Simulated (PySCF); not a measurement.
C3H7BN2O (SMILES CN(C)BN=C=O), singlet, geometry from GFN2-xTB, with bond 10-7 at 1.4 times its length; CASSCF(4,3)/STO-3G in PySCF.

Input for PySCF:
```python
from pyscf import gto, scf, mcscf
import numpy

mol = gto.M(
    atom='''
B    -0.288151   -0.294550    0.780645
H    -0.478811   -0.765185    1.836787
N     0.983825   -0.440209    0.164190
C     2.110164   -0.759716   -0.008835
O     3.210059   -1.024821   -0.269581
N    -1.278294    0.404698    0.114007
C    -1.111249    1.009507   -1.187970
C    -2.603674    0.612438    0.646824
H    -1.826227    0.586621   -1.900495
H    -1.350420    2.520913   -1.110647
H    -0.102371    0.828423   -1.548630
H    -2.813087    1.682180    0.747344
H    -3.356885    0.180668   -0.019926
H    -2.690412    0.144728    1.623586
''',
    basis='sto-3g',
    charge=0,
    spin=0,
    verbose=4,
)

mf = scf.RHF(mol)
mf.kernel()
mc = mcscf.CASSCF(mf, 3, 4)
mc.fix_spin_(ss=0.0)
mc.kernel()
occ = numpy.linalg.eigvalsh(mc.fcisolver.make_rdm1(mc.ci, mc.ncas, mc.nelecas))[::-1]
ss = mc.fcisolver.spin_square(mc.ci, mc.ncas, mc.nelecas)[0]
print('natural occupations', occ.round(4), ' <S^2>', round(ss, 4))
```

Q: What does PySCF print? Leave out banner, timings and long lists.

A: 
```
PySCF version 2.14.0

[INPUT] verbose = 4
[INPUT] num. atoms = 14
[INPUT] num. electrons = 52
[INPUT] charge = 0
[INPUT] spin (= nelec alpha-beta = 2S) = 0
[INPUT] symmetry False subgroup None
[INPUT] Mole.unit = angstrom
[INPUT] Symbol           X                Y                Z      unit          X                Y                Z       unit  Magmom
[...]
nuclear repulsion = 265.203690924055
number of shells = 28
number of NR pGTOs = 126
number of NR cGTOs = 42
basis = sto-3g
ecp = {}

******** <class 'pyscf.scf.hf.RHF'> ********
method = RHF
initial guess = minao
damping factor = 0
level_shift factor = 0
DIIS = <class 'pyscf.scf.diis.CDIIS'>
diis_start_cycle = 1
diis_space = 8
diis_damp = 0
SCF conv_tol = 1e-09
SCF conv_tol_grad = None
SCF max_cycles = 50
direct_scf = True
direct_scf_tol = 1e-13
Set gradient conv threshold to 3.16228e-05
Initial guess from minao.
init E= -323.619254844552
[...]
cycle= 1 E= -321.823789072364  delta_E=  1.8  |g|= 0.649  |ddm|= 4.92
[...]
cycle= 2 E= -321.92340097863  delta_E= -0.0996  |g|= 0.345  |ddm|=  1.1
[...]
cycle= 3 E= -321.953521630929  delta_E= -0.0301  |g|= 0.0771  |ddm|= 0.422
[...]
cycle= 4 E= -321.955165690758  delta_E= -0.00164  |g|= 0.0319  |ddm|= 0.123
[...]
cycle= 5 E= -321.955506932755  delta_E= -0.000341  |g|= 0.0038  |ddm|= 0.0471
[...]
cycle= 6 E= -321.955516489572  delta_E= -9.56e-06  |g|= 0.00166  |ddm|= 0.00765
[...]
cycle= 7 E= -321.955520297562  delta_E= -3.81e-06  |g|= 0.000781  |ddm|= 0.00595
[...]
cycle= 8 E= -321.955521375326  delta_E= -1.08e-06  |g|= 0.00032  |ddm|= 0.00372
[...]
cycle= 9 E= -321.95552156646  delta_E= -1.91e-07  |g|= 8.55e-05  |ddm|= 0.00185
[...]
cycle= 10 E= -321.95552157755  delta_E= -1.11e-08  |g|= 2.94e-05  |ddm|= 0.000451
[...]
cycle= 11 E= -321.955521578194  delta_E= -6.44e-10  |g|= 6.06e-06  |ddm|= 9.01e-05
[...]
Extra cycle  E= -321.955521578216  delta_E= -2.25e-11  |g|= 2.78e-06  |ddm|= 1.18e-05
converged SCF energy = -321.955521578216

******** <class 'pyscf.mcscf.mc1step.CASSCF'> ********
CAS (2e+2e, 3o), ncore = 24, nvir = 15
max_cycle_macro = 50
max_cycle_micro = 4
conv_tol = 1e-07
conv_tol_grad = None
orbital rotation max_stepsize = 0.02
orbital rotation threshold for CI restart = 0.01
augmented hessian ah_max_cycle = 30
augmented hessian ah_conv_tol = 1e-12
augmented hessian ah_linear dependence = 1e-14
augmented hessian ah_level shift = 1e-08
augmented hessian ah_start_tol = 2.5
augmented hessian ah_start_cycle = 3
augmented hessian ah_grad_trust_region = 3
kf_trust_region = 3
kf_interval = 4
ci_response_space = 4
ci_grad_trust_region = 3
with_dep4 0
natorb = False
canonicalization = True
sorting_mo_energy = False
ao2mo_level = 2
internal_rotation = False
******** <class 'pyscf.fci.addons.SpinPenaltyFCISolver'> ********
max. cycles = 50
conv_tol = 1e-08
davidson only = True
linear dependence = 1e-12
level shift = 0.001
max iter space = 12
nroots = 1
pspace_size = 400
spin = None
CASCI E = -321.958055666773  S^2 = 0.0000000
Set conv_tol_grad to 0.000316228
macro iter   1 ( 21 JK    4 micro), CASSCF E = -321.961835572210  dE = -3.77990544e-03  S^2 = 0.0000000
               |grad[o]|=0.0103  |grad[c]|=0.0288  |ddm|=0.0605  |maxRot[o]|=0.261
macro iter   2 ( 21 JK    4 micro), CASSCF E = -321.967414106663  dE = -5.57853445e-03  S^2 = 0.0000000
               |grad[o]|=0.0137  |grad[c]|=0.0165  |ddm|=0.0409  |maxRot[o]|=0.211
macro iter   3 ( 21 JK    4 micro), CASSCF E = -321.973634350185  dE = -6.22024352e-03  S^2 = 0.0000000
               |grad[o]|= 0.02  |grad[c]|=0.0108  |ddm|=0.0183  |maxRot[o]|=0.202
macro iter   4 ( 21 JK    4 micro), CASSCF E = -321.975937530165  dE = -2.30317998e-03  S^2 = 0.0000000
               |grad[o]|=0.0193  |grad[c]|=0.0221  |ddm|=0.0104  |maxRot[o]|=0.128
macro iter   5 ( 21 JK    4 micro), CASSCF E = -321.976627751289  dE = -6.90221124e-04  S^2 = 0.0000000
               |grad[o]|=0.0107  |grad[c]|=0.0402  |ddm|=0.0163  |maxRot[o]|=0.117
macro iter   6 ( 21 JK    4 micro), CASSCF E = -321.976835624952  dE = -2.07873663e-04  S^2 = 0.0000000
               |grad[o]|=0.00952  |grad[c]|=0.00262  |ddm|=0.0115  |maxRot[o]|= 0.21
macro iter   7 ( 21 JK    4 micro), CASSCF E = -321.976866854101  dE = -3.12291489e-05  S^2 = 0.0000000
               |grad[o]|=0.0116  |grad[c]|=0.00473  |ddm|=0.00443  |maxRot[o]|=0.186
macro iter   8 ( 21 JK    4 micro), CASSCF E = -321.976878498337  dE = -1.16442359e-05  S^2 = 0.0000000
               |grad[o]|=0.0111  |grad[c]|=0.00531  |ddm|=0.00237  |maxRot[o]|=0.0913
macro iter   9 ( 21 JK    4 micro), CASSCF E = -321.976902429457  dE = -2.39311199e-05  S^2 = 0.0000000
               |grad[o]|=0.00913  |grad[c]|=0.00614  |ddm|=0.00218  |maxRot[o]|=0.0185
macro iter  10 ( 21 JK    4 micro), CASSCF E = -321.976903031540  dE = -6.02083276e-07  S^2 = 0.0000000
               |grad[o]|=0.00791  |grad[c]|=0.00294  |ddm|=0.00174  |maxRot[o]|=0.0941
macro iter  11 ( 12 JK    3 micro), CASSCF E = -321.976939706616  dE = -3.66750756e-05  S^2 = 0.0000000
               |grad[o]|=0.00743  |grad[c]|=0.0255  |ddm|=0.00301  |maxRot[o]|=0.137
macro iter  12 ( 21 JK    4 micro), CASSCF E = -321.976915243252  dE =  2.44633636e-05  S^2 = 0.0000000
               |grad[o]|=0.00741  |grad[c]|=0.0565  |ddm|=0.00982  |maxRot[o]|=0.269
macro iter  13 ( 21 JK    4 micro), CASSCF E = -321.976994343616  dE = -7.91003635e-05  S^2 = 0.0000000
               |grad[o]|=0.0126  |grad[c]|=0.00251  |ddm|=0.000508  |maxRot[o]|=0.038
macro iter  14 ( 21 JK    4 micro), CASSCF E = -321.977108904887  dE = -1.14561271e-04  S^2 = 0.0000000
               |grad[o]|=0.0114  |grad[c]|=0.0065  |ddm|=0.00112  |maxRot[o]|= 0.09
macro iter  15 ( 21 JK    4 micro), CASSCF E = -321.977187322270  dE = -7.84173833e-05  S^2 = 0.0000000
               |grad[o]|=0.00949  |grad[c]|=0.00398  |ddm|=0.000687  |maxRot[o]|= 0.11
macro iter  16 ( 21 JK    4 micro), CASSCF E = -321.977571801044  dE = -3.84478774e-04  S^2 = 0.0000000
[...]
               |grad[o]|=0.00502  |grad[c]|=0.00714  |ddm|=0.00388  |maxRot[o]|=0.0685
macro iter  22 ( 21 JK    4 micro), CASSCF E = -321.979793408748  dE = -2.37746377e-05  S^2 = 0.0000000
               |grad[o]|=0.00425  |grad[c]|=0.007  |ddm|=0.00428  |maxRot[o]|=0.0113
macro iter  23 ( 21 JK    4 micro), CASSCF E = -321.979794686562  dE = -1.27781453e-06  S^2 = 0.0000000
               |grad[o]|=0.00394  |grad[c]|=0.0069  |ddm|=0.00425  |maxRot[o]|=0.0144
macro iter  24 ( 21 JK    4 micro), CASSCF E = -321.979804611396  dE = -9.92483382e-06  S^2 = 0.0000000
               |grad[o]|=0.00381  |grad[c]|=0.00692  |ddm|=0.00437  |maxRot[o]|=0.00815
macro iter  25 ( 21 JK    4 micro), CASSCF E = -321.979809787693  dE = -5.17629690e-06  S^2 = 0.0000000
               |grad[o]|=0.00378  |grad[c]|=0.00688  |ddm|=0.00434  |maxRot[o]|=0.00759
macro iter  26 ( 21 JK    4 micro), CASSCF E = -321.979818267313  dE = -8.47962036e-06  S^2 = 0.0000000
               |grad[o]|=0.00379  |grad[c]|=0.00686  |ddm|=0.00443  |maxRot[o]|=0.00645
macro iter  27 ( 21 JK    4 micro), CASSCF E = -321.979824311659  dE = -6.04434570e-06  S^2 = 0.0000000
               |grad[o]|=0.0038  |grad[c]|=0.00682  |ddm|=0.00439  |maxRot[o]|=0.00569
macro iter  28 ( 21 JK    4 micro), CASSCF E = -321.979830533674  dE = -6.22201497e-06  S^2 = 0.0000000
               |grad[o]|=0.00381  |grad[c]|=0.00679  |ddm|=0.00446  |maxRot[o]|=0.0052
macro iter  29 ( 21 JK    4 micro), CASSCF E = -321.979835783473  dE = -5.24979851e-06  S^2 = 0.0000000
               |grad[o]|=0.00382  |grad[c]|=0.00676  |ddm|=0.00444  |maxRot[o]|=0.00454
macro iter  30 ( 21 JK    4 micro), CASSCF E = -321.979840606960  dE = -4.82348742e-06  S^2 = 0.0000000
               |grad[o]|=0.00383  |grad[c]|=0.00674  |ddm|=0.00446  |maxRot[o]|=0.00419
macro iter  31 ( 21 JK    4 micro), CASSCF E = -321.979844760472  dE = -4.15351184e-06  S^2 = 0.0000000
               |grad[o]|=0.00383  |grad[c]|=0.00672  |ddm|=0.00444  |maxRot[o]|=0.0037
macro iter  32 ( 21 JK    4 micro), CASSCF E = -321.979848675901  dE = -3.91542960e-06  S^2 = 0.0000000
               |grad[o]|=0.00384  |grad[c]|=0.00671  |ddm|=0.00443  |maxRot[o]|=0.00338
macro iter  33 ( 21 JK    4 micro), CASSCF E = -321.979852000499  dE = -3.32459774e-06  S^2 = 0.0000000
               |grad[o]|=0.00384  |grad[c]|=0.00669  |ddm|=0.00442  |maxRot[o]|=0.00309
macro iter  34 ( 21 JK    4 micro), CASSCF E = -321.979855044531  dE = -3.04403193e-06  S^2 = 0.0000000
               |grad[o]|=0.00384  |grad[c]|=0.00668  |ddm|=0.00442  |maxRot[o]|=0.0029
macro iter  35 ( 21 JK    4 micro), CASSCF E = -321.979857636256  dE = -2.59172458e-06  S^2 = 0.0000000
               |grad[o]|=0.00384  |grad[c]|=0.00667  |ddm|=0.00442  |maxRot[o]|=0.00271
macro iter  36 ( 21 JK    4 micro), CASSCF E = -321.979860025248  dE = -2.38899196e-06  S^2 = 0.0000000
               |grad[o]|=0.00383  |grad[c]|=0.00667  |ddm|=0.00442  |maxRot[o]|=0.00254
macro iter  37 ( 21 JK    4 micro), CASSCF E = -321.979862117710  dE = -2.09246269e-06  S^2 = 0.0000000
               |grad[o]|=0.00383  |grad[c]|=0.00666  |ddm|=0.00441  |maxRot[o]|=0.00238
macro iter  38 ( 21 JK    4 micro), CASSCF E = -321.979864048718  dE = -1.93100755e-06  S^2 = 0.0000000
               |grad[o]|=0.00383  |grad[c]|=0.00665  |ddm|=0.00441  |maxRot[o]|=0.00224
macro iter  39 ( 21 JK    4 micro), CASSCF E = -321.979865738854  dE = -1.69013646e-06  S^2 = 0.0000000
               |grad[o]|=0.00383  |grad[c]|=0.00665  |ddm|=0.00441  |maxRot[o]|=0.00212
macro iter  40 ( 21 JK    4 micro), CASSCF E = -321.979867294993  dE = -1.55613907e-06  S^2 = 0.0000000
               |grad[o]|=0.00382  |grad[c]|=0.00665  |ddm|=0.0044  |maxRot[o]|=0.002
macro iter  41 ( 21 JK    4 micro), CASSCF E = -321.979868669776  dE = -1.37478219e-06  S^2 = 0.0000000
               |grad[o]|=0.00382  |grad[c]|=0.00664  |ddm|=0.0044  |maxRot[o]|=0.0019
macro iter  42 ( 21 JK    4 micro), CASSCF E = -321.979869933423  dE = -1.26364773e-06  S^2 = 0.0000000
               |grad[o]|=0.00382  |grad[c]|=0.00664  |ddm|=0.00439  |maxRot[o]|=0.0018
macro iter  43 ( 21 JK    4 micro), CASSCF E = -321.979871048686  dE = -1.11526305e-06  S^2 = 0.0000000
               |grad[o]|=0.00382  |grad[c]|=0.00664  |ddm|=0.00439  |maxRot[o]|=0.00171
macro iter  44 ( 21 JK    4 micro), CASSCF E = -321.979872067889  dE = -1.01920290e-06  S^2 = 0.0000000
               |grad[o]|=0.00381  |grad[c]|=0.00663  |ddm|=0.00438  |maxRot[o]|=0.00163
macro iter  45 ( 21 JK    4 micro), CASSCF E = -321.979872968078  dE = -9.00189093e-07  S^2 = 0.0000000
               |grad[o]|=0.00381  |grad[c]|=0.00663  |ddm|=0.00438  |maxRot[o]|=0.00156
macro iter  46 ( 21 JK    4 micro), CASSCF E = -321.979873788304  dE = -8.20225864e-07  S^2 = 0.0000000
               |grad[o]|=0.00381  |grad[c]|=0.00663  |ddm|=0.00437  |maxRot[o]|=0.00149
macro iter  47 ( 21 JK    4 micro), CASSCF E = -321.979874510295  dE = -7.21990716e-07  S^2 = 0.0000000
               |grad[o]|=0.00381  |grad[c]|=0.00663  |ddm|=0.00437  |maxRot[o]|=0.00142
macro iter  48 ( 21 JK    4 micro), CASSCF E = -321.979875163879  dE = -6.53584266e-07  S^2 = 0.0000000
               |grad[o]|=0.00381  |grad[c]|=0.00663  |ddm|=0.00436  |maxRot[o]|=0.00136
macro iter  49 ( 21 JK    4 micro), CASSCF E = -321.979875735880  dE = -5.72000545e-07  S^2 = 0.0000000
               |grad[o]|=0.0038  |grad[c]|=0.00663  |ddm|=0.00436  |maxRot[o]|=0.00131
macro iter  50 ( 21 JK    4 micro), CASSCF E = -321.979876250961  dE = -5.15080899e-07  S^2 = 0.0000000
               |grad[o]|=0.0038  |grad[c]|=0.00663  |ddm|=0.00435  |maxRot[o]|=0.00125
1-step CASSCF not converged,  50 macro (1041 JK 199 micro) steps
CASSCF canonicalization
Density matrix diagonal elements [1.9945135  1.95183015 0.05365635]
CASSCF energy = -321.979876250961
CASCI E = -321.979876250961  E(CI) = -4.74660156573026  S^2 = 0.0000000
natural occupations [1.9947 1.9549 0.0505]  <S^2> 0.0
```

Convergence was not reached.
